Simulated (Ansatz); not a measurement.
TiH, multiplicity 4 (the spin of the measured ground state), most abundant isotopes (47.9479 and 1.0078 u). Constants from fifth-degree fits in 1/R to seven points on the lowest solution found; no spin–orbit coupling, no relativity up to Kr; ω_e x_e and α_e move by some per cent with the fit.

Correlated levels freeze the inner cores; with def2 sets outer-core shells near the valence are correlated too. CBS: X⁻³ extrapolation of the correlation energy, Hartree–Fock from the larger set.

The values were computed with Ansatz (Gaussian basis) for Hartree–Fock, density functionals and correlated methods. Each number belongs to the level named beside it.

```json
[
 {"level": "PBE/def2-TZVPP", "r_e (Å)": "1.7516", "ω_e (cm⁻¹)": "1551.9", "ω_e x_e (cm⁻¹)": "23.9", "α_e (cm⁻¹)": "0.140"},
 {"level": "CCSD(T)/CBS(def2-TZVPP, def2-QZVPP)", "r_e (Å)": "1.7603", "ω_e (cm⁻¹)": "1666.3", "ω_e x_e (cm⁻¹)": "31.6", "α_e (cm⁻¹)": "0.108"}
]
```

D_e from total energies of the atoms and the molecule: 2.73 eV at PBE/def2-TZVPP.

Derive the rotational constants, the centrifugal constant, the fundamental, the zero-point energy and the force constant, and test the Morse rule for the well depth.


μ = 0.98708 u.
- PBE/def2-TZVPP: B_e = 16.8576/(μ r_e²) = 5.5661 cm⁻¹; B₀ = B_e − α_e/2 = 5.4959 cm⁻¹; D = 4B_e³/ω_e² = 2.86e-04 cm⁻¹; fundamental ω_e − 2ω_e x_e = 1504 cm⁻¹; zero-point energy ω_e/2 − ω_e x_e/4 = 770 cm⁻¹; k = μ(2πcω_e)² = 140 N/m; a Morse well would hold ω_e²/(4ω_e x_e) = 3.12 eV against the computed D_e of 2.73 eV
- CCSD(T)/CBS(def2-TZVPP, def2-QZVPP): B_e = 16.8576/(μ r_e²) = 5.5113 cm⁻¹; B₀ = B_e − α_e/2 = 5.4575 cm⁻¹; D = 4B_e³/ω_e² = 2.41e-04 cm⁻¹; fundamental ω_e − 2ω_e x_e = 1603 cm⁻¹; zero-point energy ω_e/2 − ω_e x_e/4 = 825 cm⁻¹; k = μ(2πcω_e)² = 161 N/m

Doubts at one or more of the structures used: T1 above 0.05 (CCSD(T)/CBS(def2-TZVPP, def2-QZVPP)).

Ansatz is an electronic-structure program.
